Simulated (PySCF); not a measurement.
# Structure from NMR data

The spectra below were simulated for a compound C$_{5}$H$_{11}$NOSi$_{2}$.

1H NMR (400 MHz, computed): δ 5.15 (s, 3H), 4.96 (m, 1H), 4.84 (m, 1H), 2.97 (m, 1H), 2.46 (m, 1H), 2.23 (m, 1H), 1.94 (m, 1H), 1.83 (m, 1H), 1.79 (m, 1H).

13C{1H} NMR (computed): δ 126.5, 30.1, 30.0, 20.9, 20.9.

PySCF 2.14.0 with density-fitted response routines calculation with NMR shieldings at PBE0/pcSseg-1/GIAO and PBE0-D3(BJ)/def2-SVP geometry; relativity neglected, fast rotation and ring inversion assumed for equivalent nuclei, one conformer, isolated molecule.

δ = σ(ref) − σ, references computed at the same level: TMS for 1H (31.27 ppm) and 13C (184.41 ppm).

Which candidate is it?
A. C[SiH2][Si@@H](N)c1ccco1
B. Cc1ccoc1[SiH2]N[SiH3]
C. N#C[C@@H]1CC[C@H]1[SiH2]O[SiH3]

## Answers

C. 

The formula gives 3 degrees of unsaturation (1 ring in the answer). 5 carbon signals for 5 carbons: no two carbons are equivalent. Carbon types of the structure: 1 × C, 2 × CH, 2 × CH2, leaving 5 H on heteroatoms. δC 126.5: nitrile carbon; this is the usual window of a C≡N carbon, which has no attached hydrogen. δC 30.1, 20.9: sp3 CH2 in a ring; a saturated carbon with 2 carbon neighbours and no heteroatom attached. δC 20.9: sp3 CH α to a nitrile; a saturated carbon with 3 carbon neighbours and no heteroatom attached. δH 2.97: hydrogen on an sp3 CH α to a nitrile. δH 2.46, 2.23, 1.94, 1.79: hydrogen on an sp3 CH2 in a ring.

The others: C[SiH2][Si@@H](N)c1ccco1 would give 7 signals for carbon-bound and other non-exchanging H, not 9; Cc1ccoc1[SiH2]N[SiH3] would give 5 signals for carbon-bound and other non-exchanging H, not 9.

Shifts are as computed. Against solution values, carbons near 30 ppm lie about +2 ppm off and those near 130 ppm about +5 ppm. Of 1309 compounds with measured shifts, 239 miss one by over three times the rms of a fit or turn the order of signals round; such compounds aren't used in these exercises. Multiplicities follow the n + 1 count of equivalent neighbours, as no J values were calculated; m marks all less simple cases, F and P coupling included.
